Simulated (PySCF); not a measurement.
A calculated (UHF, PySCF 2.14, cc-pVDZ, no relativity, point nucleus) atom or ion has these occupied shells.

```csv
shell,electrons,orbital energy (eV),"rms radius, mean of both spins (bohr)"
1s α,1,-582.93,0.230
1s β,1,-579.20,0.230
2s α,1,-56.437,1.21
2s β,1,-41.872,1.21
2p α,3,-36.197,1.23
```

Problem. Name the element and its charge.

Solution. O+ (oxygen, charge +1), in [He] 2s2 2p3, high-spin 4S determinant.
